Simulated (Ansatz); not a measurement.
`S[SiH]1C=C1` + `BC(=C)C` → `C[SiH]1C=C1` + `BC(=C)S`  (redistribution)

Isolated molecules relaxed with PBE0-D4/def2-TZVP in Ansatz; ΔE leaves out vibrations. CBS: MP2 limit from def2 TZ/QZ plus the TZ coupled-cluster correction, frozen cores. Functionals use def2-TZVPP. HSE06 is defined as in plane-wave codes. Each species was taken in one conformer, which may not be the lowest.

`S[SiH]1C=C1`:

Z-matrix (Å, degrees):
```
Si
C 1 1.794
C 1 1.794 2 43.9
S 1 2.131 2 121.8 3 -104.5
H 1 1.480 2 123.6 3 105.5
H 2 1.084 1 157.3 3 176.0
H 3 1.084 1 157.3 2 -176.1
H 4 1.343 1 93.4 2 -154.0
```

`BC(=C)C`:

```xyz
11

B    -0.601   -1.130   -0.907
C    -0.117   -0.041    0.070
C    -0.854    0.170    1.171
C     1.130    0.751   -0.196
H     0.007   -1.385   -1.909
H    -1.604   -1.735   -0.661
H    -0.588    0.916    1.918
H    -1.756   -0.405    1.355
H     1.995    0.090   -0.300
H     1.047    1.298   -1.140
H     1.342    1.471    0.598
```

`C[SiH]1C=C1`:

Cartesian coordinates in Å:
```
C 1.223 0.743 -0.781
Si -0.494 0.209 -0.299
C -0.855 -1.363 0.516
C -0.935 -0.338 1.366
H 1.970 0.259 -0.149
H 1.333 1.826 -0.680
H 1.429 0.486 -1.823
H -1.517 0.848 -1.166
H -0.991 -2.435 0.595
H -1.163 -0.234 2.420
```

`BC(=C)S`:

Cartesian coordinates in Å:
```
B -0.963 0.158 0.788
C 0.207 -0.138 -0.165
C 0.847 0.896 -0.739
S 0.718 -1.787 -0.515
H -1.259 1.299 0.984
H -1.572 -0.719 1.328
H 1.683 0.777 -1.424
H 0.527 1.907 -0.520
H -0.188 -2.394 0.263
```

```json
{"level": "revPBE-D4", "ΔE (kcal/mol)": "13.0", "difference from CCSD(T)/CBS": "-1.7"}
{"level": "PBE0-D4", "ΔE (kcal/mol)": "14.4", "difference from CCSD(T)/CBS": "-0.3"}
{"level": "r2SCANh-D4", "ΔE (kcal/mol)": "14.2", "difference from CCSD(T)/CBS": "-0.5"}
{"level": "PBE-QIDH", "ΔE (kcal/mol)": "15.1", "difference from CCSD(T)/CBS": "0.4"}
{"level": "BLYP", "ΔE (kcal/mol)": "13.0", "difference from CCSD(T)/CBS": "-1.7"}
{"level": "PBE0", "ΔE (kcal/mol)": "14.4", "difference from CCSD(T)/CBS": "-0.3"}
{"level": "HSE06", "ΔE (kcal/mol)": "14.4", "difference from CCSD(T)/CBS": "-0.3"}
{"level": "MP2/def2-TZVPP", "ΔE (kcal/mol)": "14.7", "difference from CCSD(T)/CBS": "0.0"}
{"level": "SCS-MP2/def2-TZVPP", "ΔE (kcal/mol)": "14.8", "difference from CCSD(T)/CBS": "0.1"}
{"level": "HF/CBS(def2)", "ΔE (kcal/mol)": "17.3", "difference from CCSD(T)/CBS": "2.6"}
{"level": "CCSD(T)/CBS", "ΔE (kcal/mol)": "14.7", "difference from CCSD(T)/CBS": "0"}
```

Largest T1 diagnostic among the species: 0.012.

Leaving LDA and LC-ωPBE aside and taking each functional with its dispersion term where it has one, the values, not all of them listed here, spread over 2.6 kcal/mol, from BLYP-D4 to BHLYP-D4. From BLYP to BHLYP (50 % exact exchange), in def2-TZVPP and without D4, ΔE moves by +2.4 kcal/mol.
